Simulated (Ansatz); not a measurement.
`C[Si](F)(F)CO` + HI → `C[Si](F)(F)I` + CH₃OH at 700 K and 1 bar (ligand exchange at the Si–C bond).

Isolated molecules relaxed with PBE0-D4/def2-TZVP in Ansatz; ΔE leaves out vibrations. CCSD(T)/CBS adds triple-zeta CCSD(T) − MP2 to the extrapolated MP2 energy (def2 sets, frozen cores). This one scheme is used for every species. def2 core potentials past Kr. For I outer-core shells are correlated without core-valence functions, which leaves a few kJ/mol of doubt a bond. Each species was taken in one conformer, which may not be the lowest.

| species | CCSD(T)/CBS energy (Eh) | H − E (kJ/mol) | S (J/(mol·K)) |
| --- | --- | --- | --- |
| `C[Si](F)(F)CO` | -643.70737 | 314.5 | 506.8 |
| HI | -298.03592 | 34.6 | 231.7 |
| `C[Si](F)(F)I` | -826.16288 | 185.1 | 458.3 |
| CH₃OH | -115.61712 | 170.8 | 288.5 |

H − E and S are ideal-gas, rigid-rotor, harmonic terms from PBE0-D4/def2-TZVP, for one conformer and one mirror image of each species. 1 Eh = 2625.50 kJ/mol, R = 8.31446 J/(mol·K).

**Question.** By hand: ΔE, ΔH, ΔS and ΔG.

**Answer.** ΔE = (-826.16288) + (-115.61712) − (-643.70737) − (-298.03592) = -0.03671 Eh = -96.4 kJ/mol. Δ(H − E) = 185.1 + 170.8 − 314.5 − 34.6 = 6.8, so ΔH = -89.6 kJ/mol. ΔS = 458.3 + 288.5 − 506.8 − 231.7 = 8.3 J/(mol·K). ΔG = -89.6 − 700 × (8.3)/1000 = -95.4 kJ/mol.

**Question.** By hand: the equilibrium constant, and the temperature at which ΔG would vanish if ΔH and ΔS stayed fixed.

**Answer.** log₁₀ K = −ΔG/(RT ln 10) = 7.1. ΔH and −TΔS have one sign here, so there is no such temperature.

The number of gas molecules stays the same, so ΔS is small and ΔH decides. A doubt of 5 kJ/mol in ΔE shifts log₁₀ K by 0.4 here. Other conformers and mirror images would add mixing entropy, several J/(mol·K) or more a flexible species. These are equilibria of isolated gas molecules and say nothing of rates. Largest T1 diagnostic: 0.011 (customary marks: 0.02 for closed shells, 0.045 for open ones).

ΔS is within the doubt of such terms, so its sign, and with it that verdict, could turn.
